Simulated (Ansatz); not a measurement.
`[AlH2][C@@H]1[SiH2][C@H]1[SiH3]` + `C[N](C)[Y]([OH])[OH]` → `C[N](C)[Y]([OH])[O][SiH3]` + `[AlH2][CH]1C[SiH2]1`  (ligand exchange at the Si–C bond)

Isolated molecules relaxed with PBE0-D4/def2-TZVP in Ansatz; ΔE leaves out vibrations. CBS: MP2 limit from def2 TZ/QZ plus the TZ coupled-cluster correction, frozen cores. DFT in def2-TZVPP. B3LYP here is the variant with VWN-RPA as its local correlation; programs differ in this. def2 core potentials past Kr. For Y outer-core shells are correlated without core-valence functions, which leaves a few kJ/mol of doubt a bond. One conformer a species, not always the lowest.

`[AlH2][C@@H]1[SiH2][C@H]1[SiH3]`:

Cartesian coordinates in Å:
```
Al -1.174 1.783 -1.452
C -0.421 0.176 -0.730
Si -1.143 -0.144 0.970
C 0.600 0.095 0.430
Si 1.779 -1.334 0.460
H -2.147 1.694 -2.702
H -0.879 3.157 -0.710
H -0.481 -0.719 -1.352
H -1.822 0.966 1.675
H -1.642 -1.492 1.302
H 1.038 1.050 0.721
H 1.013 -2.587 0.214
H 2.816 -1.215 -0.604
H 2.464 -1.428 1.777
```

`C[N](C)[Y]([OH])[OH]`:

Z-matrix (Å, degrees):
```
C
Y 1 3.196
N 1 1.441 2 33.7
H 1 1.103 2 124.9 3 -77.5
H 1 1.096 2 77.3 3 -180.0
H 1 1.103 2 124.8 3 77.6
O 2 2.034 1 93.9 3 -179.9
O 2 2.034 1 137.6 3 -0.0
C 2 3.195 1 43.6 3 -0.0
H 7 0.952 2 170.4 1 179.9
H 8 0.952 2 170.4 1 -179.9
H 9 1.096 2 77.3 1 180.0
H 9 1.103 2 124.9 1 -77.6
H 9 1.103 2 124.9 1 77.6
```

`C[N](C)[Y]([OH])[O][SiH3]`:

```xyz
17

C    -0.730    1.843   -0.367
N    -0.195    1.133    0.769
C    -0.182    1.966    1.945
Y     0.474   -0.895    0.646
O     1.193   -1.703    2.359
O     0.319   -1.815   -1.206
Si    0.214   -2.570   -2.635
H    -0.739    1.208   -1.261
H    -1.766    2.180   -0.198
H    -0.141    2.741   -0.612
H     0.432    2.871    1.806
H    -1.192    2.310    2.221
H     0.225    1.424    2.805
H     1.557   -2.226    3.067
H     0.914   -3.888   -2.611
H    -1.210   -2.823   -3.006
H     0.827   -1.755   -3.723
```

`[AlH2][CH]1C[SiH2]1`:

Z-matrix (Å, degrees):
```
C
C 1 1.532
Si 1 1.890 2 64.1
Al 1 1.911 2 127.7 3 90.9
H 1 1.090 2 114.8 3 -101.7
H 2 1.086 1 116.8 3 -111.6
H 2 1.086 1 116.2 3 111.2
H 3 1.476 1 119.0 2 -106.7
H 3 1.480 1 118.6 2 104.8
H 4 1.590 1 119.3 2 -3.6
H 4 1.587 1 118.7 2 -178.8
```

CCSD(T)/CBS gives -99.4 kJ/mol.

(1) Another level gave -99.8 kJ/mol. Which?
A. B3LYP/def2-TZVPP
B. PBE0-D4/def2-TZVPP
C. HF/def2-TZVPP
D. ωB97X-V/def2-TZVPP

Largest T1 diagnostic among the species: 0.014.

## Answers

(1) D. ωB97X-V -99.8, PBE0-D4 -93.6, HF/def2-TZVPP -124.6, B3LYP -108.6 kJ/mol.

The D4 term adds +7.2 kJ/mol with B3LYP and +3.8 kJ/mol with PBE0; it sums over pairs of atoms, weighted by their polarisabilities, and B3LYP, whose exchange is more repulsive, gets the larger term. In def2-TZVPP, CCSD(T) changes the Hartree–Fock value by +22.6 kJ/mol (the triples alone add +3.2 kJ/mol) and MP2 by +25.5 kJ/mol.
